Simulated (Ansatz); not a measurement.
Geometry optimisation, RKS PBE/def2-SVP (Ansatz).

Input file:

```yaml
crystal:
  periodic: [false, false, false]
  atoms:
    - { symbol: Sn, position_ang: [-0.44264, 0.022133, -0.506454] }
    - { symbol: Cl, position_ang: [0.074475, -0.007663, 3.078617] }
    - { symbol: H, position_ang: [1.005814, -0.121196, 0.405954] }
    - { symbol: H, position_ang: [-0.532293, 1.522979, -1.353669] }
    - { symbol: H, position_ang: [-0.638397, -1.345695, -1.558242] }
    - { symbol: O, position_ang: [-2.101153, 0.037187, 0.595408] }
    - { symbol: H, position_ang: [-2.544389, -0.829282, 0.568497] }
    - { symbol: H, position_ang: [-1.165617, 0.091839, 2.581788] }
basis:
  gaussian: { orbitals: def2-SVP }
hamiltonian:
  xc: pbe
relax:
  f_tol: 0.03
  max_steps: 50
output:
  orbitals: {}
```

Command:

```bash
$ ansatz run input.yaml --threads 1 --pin off --max-ram 2048MiB --backend cpu --events-out ev --progress --plain --runs-dir out
```

Q: Where does it end, and by what steps?

A: The forces met the threshold. The force dipped under the threshold on the way, but the program's further checks kept it going. After 18 steps the energy has fallen by 0.321 eV; Cl2 moved furthest, 1.01 Å.

| step | energy less start (eV) | largest force component (eV/Å) | accepted |
| --- | --- | --- | --- |
| 0 | 0.0000 | 0.928 | yes |
| 1 | -0.1456 | 1.012 | yes |
| 2 | -0.2477 | 0.395 | yes |
| 3 | -0.2665 | 0.419 | yes |
| 4 | -0.2752 | 0.200 | yes |
| 5 | -0.2778 | 0.052 | yes |
| 6 | -0.2796 | 0.031 | yes |
| 7 | -0.2813 | 0.149 | yes |
| 8 | -0.2838 | 0.130 | yes |
| 9 | -0.2951 | 0.340 | yes |
| 10 | -0.2991 | 0.691 | yes |
| 11 | -0.3077 | 0.345 | yes |
| 12 | -0.3056 | 0.361 | no |
| 13 | -0.3152 | 0.069 | yes |
| 14 | -0.3167 | 0.086 | yes |
| 15 | -0.3194 | 0.083 | yes |
| 16 | -0.3206 | 0.018 | yes |
| 17 | -0.3209 | 0.043 | yes |
| 18 | -0.3210 | 0.021 | yes |

```xyz
8
Properties=species:S:1:pos:R:3
Sn -0.383 -0.059 -0.523
Cl -0.430 0.863 2.992
H 1.048 -0.801 0.082
H -0.349 1.649 -0.633
H -0.934 -0.819 -1.977
O -1.918 -0.379 0.816
H -2.097 -1.333 0.938
H -1.281 0.250 2.117
```

The run took 41 s on 1 thread of AMD EPYC 7R43 64-Core Processor (Zen 3) (shared host), peak memory 0.13 GiB.
